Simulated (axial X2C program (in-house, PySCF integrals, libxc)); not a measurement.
# How long does HfF⁻ take?

A bond scan computed with an in-house relativistic program for diatomic molecules. Basis: Hf dyall-acv3z [14s15p10d7f4g], F dyall-av3z [7s6p3d2f] (cores contracted in-house).

The run was started with this input:
```json
{
 "zs": [
  72,
  9
 ],
 "q": -1,
 "bas": [
  "dyall-acv3z",
  "dyall-av3z"
 ],
 "levels": [
  "PBE0",
  "HF",
  "PBEsol"
 ],
 "cc": true,
 "r0": 2.16,
 "thr": -1.0,
 "nmax": 90,
 "npts": 10,
 "nst": 2,
 "ntry": 6
}
```
```bash
python so2c.py task.json out
```

Keys: zs atomic numbers; q charge; bas basis sets; levels methods; cc coupled cluster on or off; r0 starting distance in Å; thr threshold in hartree for freezing inner shells (an s shell follows its p shell); nmax most natural virtual spinors; npts points on the curve; nst determinants followed; ntry starts of the search. HF also brings MP2.

Hardware: 1 thread of Arm Neoverse V2 (shared host).

Wall time of one point of each curve, integrals apart:

```json
{"Hamiltonian": "spin-free", "level": "PBE0", "points": "10", "seconds a point": "1.1"}
{"Hamiltonian": "spin-free", "level": "HF", "points": "10", "seconds a point": "0.73"}
{"Hamiltonian": "spin-free", "level": "CCSD(T) (12 electrons, 90 virtuals)", "points": "7", "seconds a point": "7.3"}
{"Hamiltonian": "spin-free", "level": "PBEsol", "points": "10", "seconds a point": "0.53"}
{"Hamiltonian": "2c", "level": "PBE0", "points": "10", "seconds a point": "2"}
{"Hamiltonian": "2c", "level": "HF", "points": "10", "seconds a point": "2.9"}
{"Hamiltonian": "2c", "level": "CCSD(T) (12 electrons, 90 virtuals)", "points": "7", "seconds a point": "11"}
{"Hamiltonian": "2c", "level": "PBEsol", "points": "10", "seconds a point": "0.75"}
```

The rest:

Search with its distance optimisation 85 s, atoms 62 s, whole task 370 s. Coupled cluster runs on the points near the minimum only. The program drops outer points, and coupled cluster, when its time limit (not in the input) nears; MP2, further determinants and curves that did not converge are not in the table.
